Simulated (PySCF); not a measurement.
# Two-photon absorption: SMILES COc1cccc2c1-c1ccccc1[SiH2]2, C13H12OSi

Cartesian coordinates in Å; atom numbers follow the order of the lines, from 1:
```xyz
27

C    -2.5955    2.5260   -0.0745
O    -1.4229    1.7518   -0.0452
C    -1.5239    0.3893   -0.0327
C    -2.7487   -0.2733   -0.0484
C    -2.8155   -1.6552   -0.0345
C    -1.6545   -2.4048   -0.0049
C    -0.4283   -1.7676    0.0108
C    -0.3393   -0.3660   -0.0027
C     1.0337    0.1556    0.0174
C     1.4066    1.4938    0.0111
C     2.7478    1.8418    0.0334
C     3.7315    0.8691    0.0615
C     3.3694   -0.4690    0.0679
C     2.0371   -0.8334    0.0467
Si    1.2823   -2.5527    0.0508
H    -2.2608    3.5630   -0.0794
H    -3.2170    2.3535    0.8105
H    -3.1851    2.3356   -0.9774
H    -3.6699    0.2874   -0.0717
H    -3.7816   -2.1388   -0.0468
H    -1.6999   -3.4839    0.0063
H     0.6583    2.2672   -0.0110
H     3.0253    2.8866    0.0286
H     4.7746    1.1508    0.0779
H     4.1317   -1.2355    0.0901
H     1.5846   -3.3452   -1.1443
H     1.5401   -3.3197    1.2727
```

Level of theory: PySCF, TDDFT CAM-B3LYP/def2-SVPD excited states, vertical, gas phase. Geometry: GFN2-xTB.

Question: How strongly do the lowest singlets absorb one photon, and two photons of half the energy?

Answer: δ for parallel linear polarisation; σ at the peak of a Lorentzian of half width 0.1 eV, single beam; Ω is circular over linear.
| state | E (eV) | f | photon λ (nm) | δ (au) | σ (GM) | Ω | main |
| --- | --- | --- | --- | --- | --- | --- | --- |
| S1 | 4.33 | 0.165 | 573 | 58.9 | 0.41 | 1.32 | HOMO→LUMO 0.88 |
| S2 | 4.91 | 0.092 | 505 | 80.6 | 0.71 | 1.48 | HOMO→LUMO+1 0.52, HOMO−1→LUMO 0.17 |
| S3 | 5.01 | 0.016 | 495 | 107 | 0.98 | 0.72 | HOMO−1→LUMO 0.50, HOMO→LUMO+4 0.23 |
| S4 | 5.63 | 0.217 | 440 | 96.5 | 1.12 | 0.63 | HOMO−2→LUMO 0.44, HOMO→LUMO+1 0.33 |
| S5 | 5.98 | 0.104 | 415 | 307 | 4.02 | 0.63 | HOMO−1→LUMO+1 0.40, HOMO→LUMO+4 0.18 |

Among these, the strongest one-photon state is S4, the strongest two-photon state S5, with a dipole change of 2.0 D (relaxed, norm of the difference vector).
